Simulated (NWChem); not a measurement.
## IIn in NWChem

```xyz
2

In     0.0000     0.0000    -1.4660
I      0.0000     0.0000     1.3554
```
Charge 0, spin multiplicity 1.

Everything below was run with NWChem. Structure: optimised with B3LYP/def2-SVP with def2 effective core potentials on In, I, a minimum by its harmonic frequencies.

Symmetry labels belong to the abelian group C2v used in the runs, with the axes of the coordinates shown; states degenerate in a higher group split over its labels.

Effective core potentials replace the inner electrons of In, I; spin-orbit coupling is left out. The structure started from a generated list of species.

**Question.** List the lowest 3 singlet excitations that TD-CAM-B3LYP/def2-SVPD with def2 effective core potentials on In, I gives, with oscillator strengths.

**Answer.** 
```json
[
 {"state": "1", "symmetry": "b1", "energy (eV)": "3.85", "wavelength (nm)": "322", "f": "0.037"},
 {"state": "2", "symmetry": "b2", "energy (eV)": "3.85", "wavelength (nm)": "322", "f": "0.037"},
 {"state": "3", "symmetry": "a2", "energy (eV)": "4.13", "wavelength (nm)": "300", "f": "0.000"}
]
```
